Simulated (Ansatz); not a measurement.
`C[CH](C)[In]([OH])[SH]`, charge 0, multiplicity 1.

Problem. Give a relaxed structure at PBE0-D4/def2-TZVP (Ansatz). (An estimate is asked.)

Solution. Computed: 
```xyz
15

C    -0.768   -1.424   -0.520
C     0.086   -0.564    0.398
C     1.575   -0.750    0.136
In   -0.476    1.530    0.260
O     0.418    3.016    1.239
S    -2.214    2.455   -1.088
H    -1.835   -1.333   -0.302
H    -0.623   -1.163   -1.572
H    -0.502   -2.483   -0.413
H    -0.126   -0.830    1.439
H     2.197   -0.163    0.817
H     1.856   -1.803    0.262
H     1.847   -0.469   -0.886
H     1.132    2.724    1.809
H    -2.568    1.255   -1.578
```
This is one stationary point; other conformers may exist.
